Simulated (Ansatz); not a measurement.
The molecule ZrH, multiplicity 4 (an upper state: multiplicity 2 came lower at CCSD(T)/def2-TZVPP on PBE0 minima). No spin–orbit coupling.

Seven points along R, fitted to fifth degree in 1/R; most abundant isotopes. In def2 and cc sets the state is the lowest found near the PBE0 minimum, followed along R.

The values were computed with Ansatz (Gaussian basis) for Hartree–Fock, density functionals and correlated methods. Values without a source in brackets are computed. In def2 rows elements past Kr take small-core potentials, without spin–orbit coupling.

Energies at PBE/def2-TZVPP:

```json
[
 {"R (Å)": "1.728844", "E (hartree)": "-47.50463084"},
 {"R (Å)": "1.775318", "E (hartree)": "-47.50669230"},
 {"R (Å)": "1.818075", "E (hartree)": "-47.50772010"},
 {"R (Å)": "1.866408", "E (hartree)": "-47.50802703"},
 {"R (Å)": "1.914741", "E (hartree)": "-47.50756488"},
 {"R (Å)": "1.970511", "E (hartree)": "-47.50623819"},
 {"R (Å)": "2.035575", "E (hartree)": "-47.50382302"}
]
```

Q: With a reduced mass of 0.9967 u, find the minimum, the force constant and the constants.

A: A fifth-degree polynomial in 1/R puts the minimum at r_e = 1.8602 Å with force constant 146 N/m. Then ω_e = (1/2πc)√(k/μ) = 1579 cm⁻¹ and B_e = h/(8π²cμr_e²) = 4.888 cm⁻¹; the cubic and quartic terms give α_e = 0.11 and ω_e x_e = 23 cm⁻¹.

Ansatz is a first-principles code.
